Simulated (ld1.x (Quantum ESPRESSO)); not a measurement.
PBE PAW dataset for Mn, scalar-relativistic all-electron reference.

| Quantity | Value |
| --- | --- |
| Element | Mn (Z = 25) |
| Generator | ld1.x (Quantum ESPRESSO) 7.5 |
| Type | PAW |
| Functional | PBE |
| Relativity | scalar-relativistic |
| Frozen core | [Ne] |
| Valence charge | 15 |
| Reference configuration | 3s2 3p6 3d4 4s0 4p0 (charge +3) |
| Partial waves | 3s (bound): rcut 1.10, rcutus 1.40 bohr; 4s (bound, empty): rcut 1.10, rcutus 1.40 bohr; 3p (bound): rcut 1.40, rcutus 1.60 bohr; 4p (bound, empty): rcut 1.40, rcutus 1.60 bohr; 3d (bound): rcut 1.35, rcutus 1.85 bohr; 3d channel at -0.5 Ry: rcut 1.35, rcutus 1.85 bohr; 4f channel at 0.05 Ry: rcut 1.10, rcutus 1.45 bohr; 4f channel at 0.6 Ry: rcut 1.10, rcutus 1.45 bohr |
| Local potential | all-electron potential smoothed inside 1.60 bohr (lloc = -2) |
| Core correction | Bessel-smoothed model core, default radius (core density twice the valence density) |
| Augmentation charge | BESSEL, radius 0.85 bohr |

All-electron outer shells of the reference configuration (PBE, scalar-relativistic, ld1.x):

| shell | level (eV) | outermost node (bohr) | outermost maximum (bohr) |
| --- | --- | --- | --- |
| 2p | -667.28 | – | 0.19 |
| 3s | -121.83 | 0.34 | 0.74 |
| 3p | -90.29 | 0.31 | 0.75 |
| 3d | -41.20 | – | 0.75 |
| 4s | -30.17 | 1.02 | 2.10 |
| 4p | -23.42 | 1.10 | 2.38 |

Task: Estimate the cutoffs (Ry, on a coarse ladder) from which the occupation-weighted sum of valence levels, in a spherical-Bessel basis at the reference potential, stays within 10 and 1 mRy of its value at 400 Ry.

Result: 35 Ry and 60 Ry. The cutoffs count occupied waves only; the empty 4p level needs 50 Ry at the loose tolerance.

Task: What does a ghost test show?

Result: No extra level below or beside the all-electron valence levels (s, p, d, f tested).

Task: Is the overlap operator S = 1 + Σ q|β⟩⟨β| positive definite (Bessel basis up to 400 Ry)?

Result: Yes: its lowest eigenvalue is 0.10 (p channel).

Its largest configuration-test error is +9.1 meV (3s2 3p6 3d5 4s1.5 4p0). Test run stopped at test 7 of 7 (negative rho), 1 before it not solved. Not counted: 3s2 3p6 3d5 4s2 4p0 (solver errors, printed error -2397 eV).
